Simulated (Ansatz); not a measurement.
Energy landscape of H3Ga, singlet: umbrella (inversion) coordinate, bond length relaxed. Scanned: angle between the Ga-H bonds and the threefold axis (90 = planar). Other coordinates (Ga-H bond length) were minimised at B3LYP/def2-TZVP.

The free coordinates were minimised at B3LYP/def2-TZVP in PySCF; the energy column is CCSD(T) on RHF/aug-cc-pVQZ, cores with 3d frozen (Ansatz, a first-principles code), in kJ/mol.

| a / ° | Ga-H bond length / Å | E |
|---|---|---|
| 90 | 1.570 | 0.0 |
| 93.90 | 1.570 | 3.0 |
| 96.90 | 1.572 | 9.2 |
| 99.90 | 1.574 | 19.0 |
| 102.90 | 1.576 | 32.3 |
| 105.90 | 1.580 | 49.1 |
| 108.90 | 1.584 | 69.4 |
| 111.90 | 1.588 | 93.3 |
| 114.90 | 1.594 | 120.9 |
| 117.90 | 1.600 | 152.2 |
| 120.90 | 1.606 | 187.3 |
| 123.90 | 1.614 | 226.3 |
| 126.90 | 1.621 | 269.5 |
| 129.90 | 1.630 | 317.1 |
| 132 | 1.637 | 353.1 |
